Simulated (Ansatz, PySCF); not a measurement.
This PySCF input computes a r2SCAN/def2-TZVPD energy:

```python
from pyscf import gto, scf, dft

mol = gto.M(
    atom='''
    Sb   -0.00000000   -0.00000000   -0.03312522
    H     0.00000000    0.00000000    1.68938604
    ''',
    basis='def2-tzvpd',
    ecp='def2-tzvp',
    charge=0,
    spin=2,
    symmetry='C2v',
    verbose=4,
)

mf = dft.UKS(mol, xc='r2scan').density_fit(auxbasis='def2-universal-jkfit')
mf.grids.level = 4
mf.conv_tol = 1e-9
mf.max_cycle = 100
mf.max_memory = 1500
mf.kernel()
if not mf.converged:
    mf = mf.newton()
    mf.kernel(mf.make_rdm1())
mf.analyze()
```

Question: Write an input for the same energy in Ansatz (a program for electronic structure) and say what it gives.

Answer: 
Ansatz 0.2 input:
```yaml
crystal:
  periodic: [false, false, false]
  atoms:
    - {symbol: Sb, position_ang: [-0.00000000, -0.00000000, -0.03312522]}
    - {symbol: H, position_ang: [0.00000000, 0.00000000, 1.68938604]}
basis:
  gaussian:
    orbitals: def2-TZVPD
hamiltonian:
  xc: {name: r2SCAN}
magnetization: {spin_polarized: true, initial_magnetization: 2}
output: {forces: true}
```
It gives -240.90766 Eh, and PySCF -240.90770 Eh, a difference of 0.04 mEh, from the treatment of integrals and grids.
